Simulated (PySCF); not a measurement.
# PySCF run on SbC⁻

Input:

```python
from pyscf import gto, scf, mp

mol = gto.M(
    atom='Sb 0 0 0; C 0 0 1.957',
    basis='ano-rcc-vdzp',
    charge=-1,
    spin=0,
    symmetry=True,
    verbose=4,
)
mf = scf.RHF(mol)
mf = mf.sfx2c1e()
mf.kernel()
mp.MP2(mf, frozen=19).kernel()
mf.dip_moment()
print('orbital energies (hartree):', mf.mo_energy[..., max(0, mol.nelec[1]-3):mol.nelec[0]+3].round(4))
```

```bash
$ OMP_NUM_THREADS=1 python input.py
```

It prints (some set-up lines and the per-cycle HOMO/LUMO lines with their warnings removed):

```
PySCF version 2.14.0

[INPUT] Symbol           X                Y                Z      unit          X                Y                Z       unit  Magmom
[INPUT]  1 Sb     0.000000000000   0.000000000000   0.000000000000 AA    0.000000000000   0.000000000000   0.000000000000 Bohr   0.0
[INPUT]  2 C      0.000000000000   0.000000000000   1.957000000000 AA    0.000000000000   0.000000000000   3.698194025774 Bohr   0.0

nuclear repulsion = 82.7430896992948
point group symmetry = Coov
symmetry origin: [0.         0.         0.38928358]
symmetry axis x: [1. 0. 0.]
symmetry axis y: [0. 1. 0.]
symmetry axis z: [0. 0. 1.]
num. orbitals of irrep A1 = 21
num. orbitals of irrep E1x = 12
num. orbitals of irrep E1y = 12
num. orbitals of irrep E2x = 5
num. orbitals of irrep E2y = 5
num. orbitals of irrep E3x = 1
num. orbitals of irrep E3y = 1
number of shells = 7
number of NR pGTOs = 240
number of NR cGTOs = 57
basis = ano-rcc-vdzp
ecp = {}

******** <class 'pyscf.x2c.sfx2c1e.sfX2C1eSymAdaptedRHF'> ********
method = sfX2C1eSymAdaptedRHF
initial guess = minao
damping factor = 0
level_shift factor = 0
DIIS = <class 'pyscf.scf.diis.CDIIS'>
SCF conv_tol = 1e-09
SCF max_cycles = 50

******** <class 'pyscf.x2c.sfx2c1e.SpinFreeX2CHelper'> ********
approx = 1e
xuncontract = 1
Freeze 0 electrons in irreps []
    58 free electrons in irreps A1 E1x E1y E2x E2y E3x E3y
Initial guess from minao.
init E= -6515.49326913717
cycle= 1 E= -6515.66177884792  delta_E= -0.169  |g|= 0.182  |ddm|= 2.26
cycle= 2 E= -6515.67427042021  delta_E= -0.0125  |g|= 0.138  |ddm|= 0.543
cycle= 3 E= -6515.67956766721  delta_E= -0.0053  |g|= 0.0673  |ddm|= 0.211
cycle= 4 E= -6515.68139771664  delta_E= -0.00183  |g|= 0.0241  |ddm|= 0.138
cycle= 5 E= -6515.68188540275  delta_E= -0.000488  |g|= 0.0121  |ddm|= 0.0843
cycle= 6 E= -6515.68204502284  delta_E= -0.00016  |g|= 0.00489  |ddm|= 0.0651
cycle= 7 E= -6515.68207057451  delta_E= -2.56e-05  |g|= 0.00127  |ddm|= 0.0286
cycle= 8 E= -6515.68207280337  delta_E= -2.23e-06  |g|= 0.00034  |ddm|= 0.00933
cycle= 9 E= -6515.68207286497  delta_E= -6.16e-08  |g|= 2.46e-05  |ddm|= 0.00119
cycle= 10 E= -6515.68207286528  delta_E= -3.18e-10  |g|= 3.82e-06  |ddm|= 5.36e-05
Extra cycle  E= -6515.68207286528  delta_E= 1.82e-12  |g|= 1.98e-06  |ddm|= 8.47e-06
converged SCF energy = -6515.68207286528

******** <class 'pyscf.mp.mp2.RMP2'> ********
nocc = 10, nmo = 38
frozen orbitals 19
E(RMP2) = -6516.26177666842  E_corr = -0.579703803138623
E(SCS-RMP2) = -6516.19851798772  E_corr = -0.516445122440405
E_corr(same-spin) = -0.206768586145318
E_corr(oppo-spin) = -0.372935216993305
Dipole moment(X, Y, Z, Debye): -0.00000,  0.00000, -4.70008
orbital energies (hartree): [-0.1367 -0.0834 -0.0834  0.2734  0.2734  0.3433]
```

In short: E(SCF) = -6515.682073 Eh, 10 cycles, E(MP2) − E(SCF) = -0.57970 Eh.

Run time: 12 s on 1 thread of Arm Neoverse N1 (shared host), peak memory 0.15 GiB.

The basis has no diffuse functions, which an anion needs. Stability towards an unrestricted solution was not tested. The bond length is a typed value, not an optimised one. The dipole of an ion depends on the origin.
